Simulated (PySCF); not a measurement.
C6H5O, SMILES [O]c1ccccc1, doublet at its GFN2-xTB optimised geometry (Å):

```
12

O     -1.4219    -2.2331     0.0000
C     -0.7651    -1.1850     0.0000
C     -1.3986     0.1223     0.0000
C     -0.6577     1.2700     0.0000
C      0.7391     1.2154     0.0000
C      1.3974    -0.0179     0.0000
C      0.6876    -1.1850     0.0000
H     -2.4780     0.1442     0.0000
H     -1.1483     2.2331     0.0000
H      1.3124     2.1302     0.0000
H      2.4780    -0.0392     0.0000
H      1.1777    -2.1470     0.0000
```

Calculation: unrestricted B3LYP/def2-TZVP run with PySCF.

Map of the LUMO amplitude (α orbitals alone; a β orbital can be the lowest empty one) (bohr^(-3/2)) on the plane z = 0.6 Å; orbital energy -0.99 eV, overall sign arbitrary:

```
|=========================|
|=========================|
|=========================|
|=========================|
|=========================|
|=========---=============|
|========------===========|
|========-:..:-==+++======|
|========-.  :-=+++++=====|
|=====++==:  :-++*++++====|
|====+++*+=-:-=+*#**+++===|
|===+++*#%#+==+*%%#*+++===|
|===+++*%@%*+=+*%@%*+++===|
|===+++*#%#*+==+*%#*+++===|
|====+++***+=-::=+++++====|
|====++++++=-:  :==++=====|
|=====+++++=-:. :-========|
|=======+===--:::-========|
|============-----========|
|=========================|
|=========================|
|=========================|
|=========================|
|=========================|
|=========================|
```
Scale: ten equal steps from -0.141 (start of ' ') to 0.155 (end of '@'), in the order ' .:-=+*#%@'; x runs from -4.50 to 4.50, y from -4.50 (bottom) to 4.50 (top).
